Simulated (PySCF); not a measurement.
H3BF3N, singlet (PBE0/def2-SVP optimised geometry):

```
8

B      0.027    -0.807     0.000
F     -0.538    -1.282    -1.150
F     -0.538    -1.285     1.149
F      1.393    -0.807     0.000
N     -0.378     0.819     0.000
H      0.023     1.285     0.815
H     -1.393     0.929     0.027
H     -0.024     1.271    -0.844
```

Computed with PySCF with PBE0/def2-TZVP.

What are the frontier orbital energies and the dipole moment?

HOMO-2 -10.82 eV, HOMO-1 -10.40 eV, HOMO -10.22 eV, LUMO -0.18 eV, LUMO+1 1.76 eV; dipole moment 6.12 D.

On the same geometry PBE/def2-TZVP run with PySCF gives HOMO-2 -8.70 eV, HOMO-1 -8.53 eV, HOMO -8.07 eV, LUMO -1.03 eV, LUMO+1 0.86 eV; dipole moment 5.99 D.

Meta-Löwdin charges at PBE0/def2-TZVP: B1 0.69, F2 -0.38, F3 -0.38, F4 -0.38, N5 -0.38, H6 0.28, H7 0.28, H8 0.28.
